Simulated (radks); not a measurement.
In4+, configuration [Kr] 4d9. Calculated with a radial shooting solver on a logarithmic mesh with Libxc functionals: Dirac Kohn-Sham, PBE, spin-unpolarised, spherical densities, point nucleus; open shells are shared between the two j in proportion to 2j + 1. Some entries of the table are withheld. Estimate them.

orbital  occ.  eigenvalue (hartree)  <r> (bohr)  <r^2> (bohr^2)
1s1/2       2             -1021.132     0.02971        0.001194
2s1/2       2             -154.3945      0.1281         0.01941
2p1/2       2             -144.1001         (1)             (2)
2p3/2       4             -136.3503         (3)             (4)
3s1/2       2             -30.76227      0.3483          0.1388
3p1/2       2             -26.60913      0.3393          0.1339
3p3/2       4             -25.20879      0.3504          0.1426
3d3/2       4             -17.86669      0.3222          0.1234
3d5/2       6             -17.57975      0.3257          0.1260
4s1/2       2                   (5)      0.8436          0.8050
4p1/2       2              -4.80035      0.8929             (6)
4p3/2       4              -4.55143      0.9214             (7)
4d3/2     3.6              -2.41311         (8)           1.425
4d5/2     5.4              -2.37822         (9)           1.456

Answer. 
(1) 2p1/2 <r> (bohr): 0.1085
(2) 2p1/2 <r^2> (bohr^2): 0.01445
(3) 2p3/2 <r> (bohr): 0.1137
(4) 2p3/2 <r^2> (bohr^2): 0.01577
(5) 4s1/2 eigenvalue (hartree): -6.16474
(6) 4p1/2 <r^2> (bohr^2): 0.9099
(7) 4p3/2 <r^2> (bohr^2): 0.9688
(8) 4d3/2 <r> (bohr): 1.102
(9) 4d5/2 <r> (bohr): 1.114
